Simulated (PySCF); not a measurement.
C₅H₅FO, SMILES C1=C[C@@](F)(C=O)C1. Atoms are numbered in the order given.

```xyz
12

O     -1.3106     0.0235     1.6910
C     -1.3499    -0.1068     0.4958
C     -0.1420     0.0234    -0.4246
F     -0.6204     0.2599    -1.6983
C      0.8705    -1.0921    -0.2646
C      1.7773    -0.2757     0.3037
C      0.9715     0.9875     0.0934
H     -2.2961    -0.3506    -0.0618
H      0.8060    -2.1667    -0.4562
H      2.7417    -0.4518     0.7903
H      0.7206     1.5876     0.9833
H      1.3315     1.6369    -0.7204
```

Coordinates come from a r2SCAN-D4/def2-SVP optimisation. The structure was generated by enumeration; whether it is a known compound was not checked. Other conformers were not sampled.

These are KT2/pcSseg-1 (PySCF) values and carry that method's errors.

GIAO shieldings, no solvent; atoms listed in one row are averaged. δ = σ(ref) − σ: ¹⁷O against H2O (σ = 330.4 ppm); ¹³C against TMS (σ = 185.1 ppm); ¹⁹F against CFCl3 (σ = 127.1 ppm); ¹H against TMS (σ = 31.47 ppm), references at their B3LYP-D3(BJ)/def2-TZVP geometries, non-relativistic.

```tsv
nucleus	atoms	count	δ (ppm)
¹⁷O	O1	1	632.8
¹³C	C2	1	196.6
¹³C	C6	1	146.2
¹³C	C5	1	139.2
¹³C	C3	1	102.6
¹³C	C7	1	49.7
¹⁹F	F4	1	-207.3
¹H	H8	1	10.38
¹H	H10	1	7.03
¹H	H9	1	6.53
¹H	H11	1	3.47
¹H	H12	1	3.26
```
